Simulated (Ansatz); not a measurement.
Mulliken charges of Br3H2NSi, SMILES `N[Si](Br)(Br)Br` from PBE/def2-TZVPP in Ansatz (PBE0-D4/def2-TZVP geometry).

```csv
atom,x (Å),y (Å),z (Å),charge (e)
N1,0.142,0.327,1.082,-0.343
Si2,-0.104,-0.224,-0.493,0.491
Br3,0.526,-2.330,-0.578,-0.155
Br4,-2.244,-0.001,-0.958,-0.155
Br5,1.023,0.861,-2.062,-0.163
H6,0.998,0.113,1.568,0.163
H7,-0.280,1.187,1.393,0.163
```

Task: By hand: the dipole of these point charges (1 e Å = 4.8032 D).

Result: Σ q r = (0.117, 0.211, 0.444) e Å, of length 0.505 e Å = 2.43 D.

Task: How does the dipole of the full density compare? (An estimate is asked.)

Result: The calculation gave: (0.124, 0.214, 0.409) e Å, 2.30 D; the point charges give 1.06 times that, at 3° from its direction.

Point charges leave out the atoms' own dipoles, such as those of lone pairs, and Mulliken's split depends on the basis, so the close match here is no proof of good charges.
